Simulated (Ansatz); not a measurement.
`[OH][Sn]([OH])([OH])[OH]` → 4 H• + 4 O• + Sn•  (atomization)

Gas-phase electronic energies from Ansatz, PBE0-D4/def2-TZVP geometries. CCSD(T)/CBS adds triple-zeta CCSD(T) − MP2 to the extrapolated MP2 energy (def2 sets, frozen cores). This one scheme is used for every species, atoms too. No spin–orbit coupling; open shells (•) take unrestricted orbitals. Spin–orbit coupling would lower the free atoms: a little for O; strongly for Sn. def2 core potentials past Kr. Bonds to Sn are less sure, by a few kJ/mol each and by 10 to 20 or more in all where they break to atoms, as the def2 sets lack core-valence functions. Each species was taken in one conformer, which may not be the lowest.

`[OH][Sn]([OH])([OH])[OH]`:

Z-matrix (Å, degrees):
```
Sn
O 1 1.943
O 1 1.943 2 106.2
O 1 1.943 2 116.2 3 -117.9
O 1 1.943 2 106.2 3 124.3
H 2 0.962 1 112.2 3 -144.3
H 3 0.961 1 112.2 2 20.0
H 4 0.961 1 112.2 2 97.9
H 5 0.961 1 112.2 2 144.3
```

```csv
species,CCSD(T)/CBS(def2) energy (Eh)
`[OH][Sn]([OH])([OH])[OH]`,-517.21953
H•,-0.50000
O•,-75.00631
Sn•,-213.97081
```

(1) Work out ΔE.

Largest T1 diagnostic among the species: 0.015.

## Answers

(1) ΔE = 4 × (-0.50000) + 4 × (-75.00631) + (-213.97081) − (-517.21953) = 1.22348 Eh = +3212.2 kJ/mol.

From BLYP to BHLYP (50 % exact exchange), in def2-TZVPP and without D4, ΔE moves by −214.5 kJ/mol: exact exchange takes away binding that semilocal exchange gives to molecules. In def2-TZVPP, CCSD(T) changes the Hartree–Fock value by +1110.6 kJ/mol (the triples alone add +74.7 kJ/mol) and MP2 by +1218.7 kJ/mol; breaking electron pairs costs correlation energy, which Hartree–Fock lacks.

For atomizations the MP2-based limit and the directly extrapolated one differ by several kJ/mol either way, and by 10 to 25 for some Ge, Se and Sn compounds, so smaller differences from it don't rank the levels.
